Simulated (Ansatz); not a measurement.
`N[SiH2]S[SiH](N)O` and `N[SiH2]S[SiH](N)F` differ in one atom or group.

Ansatz, PBE0-D4/def2-TZVP geometries, multiplicity 1. Each molecule was computed in one conformer, which needn't be the lowest.

```
                                          property  `N[SiH2]S[SiH](N)O`
           HOMO–LUMO gap (ωB97M-V/def2-TZVPP) / eV                11.29
               HOMO–LUMO gap (PBE/def2-TZVPP) / eV                 5.55
               HOMO energy (B3LYP/def2-TZVPP) / eV                -7.11
             LUMO energy (ωB97M-V/def2-TZVPP) / eV                 1.75
  size of the dipole moment (B3LYP/def2-TZVPP) / D                 1.74
size of the dipole moment (ωB97M-V/def2-TZVPP) / D                 1.77
```

Give the same properties after the change, and the shifts. (Estimate.)

The calculation gave: 
```
                                          property  `N[SiH2]S[SiH](N)F`  shift
           HOMO–LUMO gap (ωB97M-V/def2-TZVPP) / eV                11.41   0.12
               HOMO–LUMO gap (PBE/def2-TZVPP) / eV                 5.48  -0.07
               HOMO energy (B3LYP/def2-TZVPP) / eV                -7.20  -0.09
             LUMO energy (ωB97M-V/def2-TZVPP) / eV                 1.74  -0.01
  size of the dipole moment (B3LYP/def2-TZVPP) / D                 2.22   0.48
size of the dipole moment (ωB97M-V/def2-TZVPP) / D                 2.23   0.46
```

Dipoles are sizes alone; their direction can turn.

B3LYP here is the variant with VWN-RPA as its local correlation; programs differ in this.
